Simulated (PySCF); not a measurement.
# `InChI=1S/C2H4BrFSi/c3-5-1-2(5)4/h2,5H,1H2/t2-,5+/m0/s1`

Geometry:
| atom | x (Å) | y (Å) | z (Å) |
| --- | --- | --- | --- |
| F1 | -1.336 | 1.230 | 1.034 |
| C2 | -0.479 | 0.829 | 0.042 |
| C3 | -0.645 | -0.640 | -0.394 |
| Si4 | 0.991 | -0.283 | 0.455 |
| Br5 | 2.731 | -0.027 | -0.888 |
| H6 | -0.474 | 1.586 | -0.737 |
| H7 | -0.714 | -0.810 | -1.460 |
| H8 | -1.418 | -1.172 | 0.144 |
| H9 | 1.359 | -0.707 | 1.778 |

The calculation used PySCF, TDDFT B3LYP/def2-SVPD circular dichroism and optical rotation, one conformer, gas phase. Geometry: GFN2-xTB.

The calculation is non-relativistic, which matters for the atoms heavier than Zn. States above about 7.0 eV (minus the energy of the highest occupied orbital) lie near or above the ionisation threshold and depend on the basis.

(1) Draw the ECD and absorption spectra from the lowest 12 states, each a Gaussian of half-width 0.25 eV at 1/e height.

Results:

(1) 
```
E (eV)  λ (nm)  Δε (L mol⁻¹ cm⁻¹)  ε (L mol⁻¹ cm⁻¹)
  4.65     266              +0.06              1.64
  4.75     261              +0.27              6.91
  4.85     255              +0.82              21.2
  4.95     250              +1.83              47.1
  5.05     245              +2.95              76.2
  5.15     241              +3.46              89.5
  5.25     236              +2.93              77.2
  5.35     232              +1.70              54.9
  5.45     227              +0.19              65.1
  5.55     223              -2.07               194
  5.65     219              -6.14               603
  5.75     215             -11.76              1460
  5.85     212             -15.84              2720
  5.95     208             -14.85              3940
  6.05     205              -9.25              4760
  6.15     201              -3.14              5410
  6.25     198              +0.46              6270
  6.35     195              +1.43              6870
  6.45     192              +0.48              6270
  6.55     189              -2.13              4480
  6.65     186              -5.44              2680
  6.75     184              -6.64              1850
  6.85     181              -2.82              2170
  6.95     178              +5.32              3280
  7.05     176             +12.80              4730
  7.15     173             +14.66              6120
  7.25     171             +10.21              7060
  7.35     169              +2.55              7120
```
Δε uses R in velocity form, ε uses f in length form. Only the states computed contribute, so the short-wavelength end is incomplete.
